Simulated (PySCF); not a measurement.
C2H6Cl2Hf, SMILES [CH3][Hf]([CH3])([Cl])[Cl], multiplicity 1.

The structure is a stationary point at PBE0-D3(BJ)/def2-SVP. The spin state was assumed, not searched. The def2 effective core potentials stand for the cores of Hf; spin–orbit coupling is left out.

Computed with PySCF with PBE0-D3(BJ)/def2-SVP.

Frequencies are harmonic and unscaled.

Computed harmonic wavenumbers and intensities:
```csv
mode,ν (cm⁻¹),IR (km/mol),moving atoms (share of kinetic energy)
1,86,3.7,"Cl 83 %, Hf 16 %"
2,86,0.0,H 96 %
3,91,4.2,"Cl 44 %, Hf 24 %, C 21 %, H 11 %"
4,108,0.0,H 93 %
5,122,0.0,"C 47 %, H 31 %, Cl 22 %"
6,124,0.1,"C 40 %, H 33 %, Cl 18 %, Hf 9 %"
7,138,0.0,"C 57 %, H 37 %"
8,366,24.8,"Cl 89 %, Hf 9 %"
9,372,54.6,"Cl 70 %, Hf 21 %, H 8 %"
10,436,0.0,"H 79 %, C 21 %"
11,491,0.0,"H 80 %, C 20 %"
12,507,0.5,"H 54 %, C 45 %"
13,518,78.8,"C 60 %, H 30 %, Hf 10 %"
14,522,50.2,"H 72 %, C 19 %"
15,534,58.0,"C 49 %, H 44 %"
16,1174,32.2,"H 77 %, C 23 %"
17,1178,21.4,"H 78 %, C 22 %"
18,1385,9.5,H 95 %
19,1388,0.0,H 95 %
20,1394,23.3,H 95 %
21,1394,11.0,H 95 %
22,3018,3.6,H 97 %
23,3020,1.1,H 97 %
24,3125,0.0,"H 91 %, C 9 %"
25,3127,4.6,"H 91 %, C 9 %"
26,3128,1.7,"H 91 %, C 9 %"
27,3129,0.7,"H 91 %, C 9 %"
```
